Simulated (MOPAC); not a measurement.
Input for MOPAC: PM3 on GeH6Sn (SMILES [GeH3][SnH3]), a point of a bond scan (R = 1.370 Å).

```
PM3 1SCF PRECISE CHARGE=0 THREADS=1
GeH6Sn

Sn    -1.03220220 1     0.10221032 1    -0.01717195 1
Ge     1.56838433 1    -0.15530393 1     0.02609199 1
H     -1.58368770 1    -0.73647736 1    -0.94950305 1
H     -1.47139982 1     1.70969191 1    -0.41159384 1
H     -1.70033755 1    -0.27900058 1     1.51277370 1
H      1.96141691 1    -1.60073738 1     0.38076761 1
H      2.18638787 1     0.78768971 1     1.07412914 1
H      2.16730311 1     0.18771557 1    -1.34983721 1
```

Program output:

```
*******************************************************************************
 **                                                                           **
 **                              MOPAC v23.2.5                                **
 **                                                                           **
 *******************************************************************************
 ** MOPAC's Digital Object Identifier: https://doi.org/10.5281/zenodo.6511958 **
 **                                                                           **
 ** Please cite the open-source release paper for use of this MOPAC version:  **
 ** J. E. Moussa and J. J. P. Stewart (2026)                                  **
 ** MOPAC: An open-source semiempirical molecular orbital program             **
 ** J. Open Source Softw., 11(119), 8025, https://doi.org/10.21105/joss.08025 **
 *******************************************************************************

                              PM3 CALCULATION RESULTS

 *******************************************************************************
 *  PM3        - The PM3 Hamiltonian to be used
 *
 *
 *
 *                 CHARGE ON SYSTEM = 0
 *
 *
 *
 *  PRECISE    - TIGHTER CRITERIA TO BE USED
 *  1SCF       - DO 1 SCF AND THEN STOP
 *  THREADS=1  - MULTI-THREADING NOT USED
 *  T=         - A TIME OF 172800.0 SECONDS REQUESTED
 *  DUMP=N     - RESTART FILE WRITTEN EVERY 7200.0 SECONDS REQUESTED
 *******************************************************************************
PM3 1SCF PRECISE CHARGE=0 THREADS=1
 GeH6Sn

   ATOM   CHEMICAL          X               Y               Z
  NUMBER   SYMBOL      (ANGSTROMS)     (ANGSTROMS)     (ANGSTROMS)

     1      Sn         -1.03220220  *   0.10221032  *  -0.01717195  *
     2      Ge          1.56838433  *  -0.15530393  *   0.02609199  *
     3       H         -1.58368770  *  -0.73647736  *  -0.94950305  *
     4       H         -1.47139982  *   1.70969191  *  -0.41159384  *
     5       H         -1.70033755  *  -0.27900058  *   1.51277370  *
     6       H          1.96141691  *  -1.60073738  *   0.38076761  *
     7       H          2.18638787  *   0.78768971  *   1.07412914  *
     8       H          2.16730311  *   0.18771557  *  -1.34983721  *



          CARTESIAN COORDINATES

    NO.       ATOM           X           Y           Z

     1        Sn         -1.0322      0.1022     -0.0172
     2        Ge          1.5684     -0.1553      0.0261
     3         H         -1.5837     -0.7365     -0.9495
     4         H         -1.4714      1.7097     -0.4116
     5         H         -1.7003     -0.2790      1.5128
     6         H          1.9614     -1.6007      0.3808
     7         H          2.1864      0.7877      1.0741
     8         H          2.1673      0.1877     -1.3498

  H: (PM3): J. J. P. STEWART, J. COMP. CHEM. 10, 209 (1989).
 Ge: (PM3): J. J. P. STEWART, J. COMP. CHEM. 12, 320-341 (1991).
 Sn: (PM3): J. J. P. STEWART, J. COMP. CHEM. 12, 320-341 (1991).

           Empirical Formula: H6 Sn Ge  =     8 atoms



      MOLECULAR POINT GROUP   :   Cs


      RHF CALCULATION, NO. OF DOUBLY OCCUPIED LEVELS = 7


 -------------------------------------------------------------------------------
 PM3 1SCF PRECISE CHARGE=0 THREADS=1
 GeH6Sn



     1SCF WAS SPECIFIED, SO BFGS WAS NOT USED
     SCF FIELD WAS ACHIEVED


                              PM3 CALCULATION
                                                       MOPAC v23.2.5 Linux




          FINAL HEAT OF FORMATION =         76.56068 KCAL/MOL =     320.32990 KJ/MOL


          COSMO AREA              =        125.16 SQUARE ANGSTROMS
          COSMO VOLUME            =        118.37 CUBIC ANGSTROMS

          IONIZATION POTENTIAL    =         11.099925 EV
          HOMO LUMO ENERGIES (EV) =        -11.100 -2.300
          NO. OF FILLED LEVELS    =          7
          MOLECULAR WEIGHT        =        197.3274         POINT GROUP:  Cs

          MOLECULAR DIMENSIONS (Angstroms)

            Atom       Atom       Distance
            H     8    H     5     4.83436
            H     6    H     4     4.42028
            H     7    H     3     3.89033


          SCF CALCULATIONS        =          1





   ATOM   CHEMICAL          X               Y               Z
  NUMBER   SYMBOL      (ANGSTROMS)     (ANGSTROMS)     (ANGSTROMS)

     1      Sn         -1.03220220  *   0.10221032  *  -0.01717195  *
     2      Ge          1.56838433  *  -0.15530393  *   0.02609199  *
     3       H         -1.58368770  *  -0.73647736  *  -0.94950305  *
     4       H         -1.47139982  *   1.70969191  *  -0.41159384  *
     5       H         -1.70033755  *  -0.27900058  *   1.51277370  *
     6       H          1.96141691  *  -1.60073738  *   0.38076761  *
     7       H          2.18638787  *   0.78768971  *   1.07412914  *
     8       H          2.16730311  *   0.18771557  *  -1.34983721  *

                             CARTESIAN COORDINATES

   1   Sn       -1.032202200     0.102210320    -0.017171950
   2   Ge        1.568384330    -0.155303930     0.026091990
   3    H       -1.583687700    -0.736477360    -0.949503050
   4    H       -1.471399820     1.709691910    -0.411593840
   5    H       -1.700337550    -0.279000580     1.512773700
   6    H        1.961416910    -1.600737380     0.380767610
   7    H        2.186387870     0.787689710     1.074129140
   8    H        2.167303110     0.187715570    -1.349837210


           Empirical Formula: H6 Sn Ge  =     8 atoms



      MOLECULAR POINT GROUP   :   Cs


                  EIGENVALUES
 -17.13841 -15.68631 -13.41891 -13.27020 -12.13303 -12.03852 -11.09993  -2.29990
   0.08995   0.09285   0.29171   0.52564   1.05644   2.95850


              NET ATOMIC CHARGES AND DIPOLE CONTRIBUTIONS

  ATOM NO.   TYPE          CHARGE      No. of ELECS.   s-Pop       p-Pop
    1         Sn          -0.416836        4.4168     1.11049     3.30635
    2         Ge           0.309222        3.6908     0.63271     3.05807
    3          H           0.027859        0.9721     0.97214
    4          H           0.082600        0.9174     0.91740
    5          H           0.082600        0.9174     0.91740
    6          H          -0.028600        1.0286     1.02860
    7          H          -0.028247        1.0282     1.02825
    8          H          -0.028600        1.0286     1.02860
 DIPOLE           X         Y         Z       TOTAL
 POINT-CHG.     2.062     0.121     0.370     2.098
 HYBRID        -1.057    -0.067    -0.195     1.077
 SUM            1.005     0.054     0.175     1.022


          ATOMIC ORBITAL ELECTRON POPULATIONS

     Atom    s        px        py        pz
    1 Sn   1.11049   1.15426   1.07673   1.07536
    2 Ge   0.63271   0.90835   1.07392   1.07580
    3  H   0.97214
    4  H   0.91740
    5  H   0.91740
    6  H   1.02860
    7  H   1.02825
    8  H   1.02860

 **********************
 *                    *
 * JOB ENDED NORMALLY *
 *                    *
 **********************




 == MOPAC DONE ==
```

The run finished.

Cost: about 0.03 core-seconds (a rough figure).
